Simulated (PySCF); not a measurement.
System (SMILES): C=C(F)F.
Geometry (B3LYP-D3(BJ)/def2-TZVP, fixed):
```
C
C 1 1.3156
F 1 1.3225 2 125.22
F 1 1.3225 2 125.22 3 -180.00
H 2 1.0775 1 119.81 3 0.00
H 2 1.0775 5 120.39 1 180.00
```

Basis-set convergence of the mean static polarisability at HF with PySCF. All functions are spherical. Density fitting with generated auxiliary sets. In sets without p functions on hydrogen, species with hydrogen take exact integrals. No added dispersion term, no relativity. Reference: the value in d-aug-cc-pVTZ, 27.09 bohr³, itself unsure by roughly 0.4 % (its mean distance from aug-pcseg-2, aug-cc-pVTZ). Deviations are taken from unrounded values.

| basis | functions | mean static polarisability (bohr³) | minus reference (%) |
|---|---|---|---|
| STO-3G | 22 | 11.57 | -57.3 |
| 3-21G | 40 | 17.27 | -36.2 |
| 6-31G | 40 | 18.78 | -30.7 |
| 6-31G* | 60 | 20.16 | -25.6 |
| 6-31G** | 66 | 20.33 | -25.0 |
| 6-31+G* | 76 | 23.97 | -11.5 |
| 6-311G** | 84 | 21.21 | -21.7 |
| 6-311+G** | 100 | 23.87 | -11.9 |
| 6-311++G(2d,2p) | 128 | 25.33 | -6.5 |
| 6-311++G(3df,3pd) | 192 | 26.60 | -1.8 |

Of the sets listed that have larger relatives (same family, alike in diffuse functions), none stays within 5 % of the reference together with them. Inside, with no larger relative to test it: 6-311++G(3df,3pd).
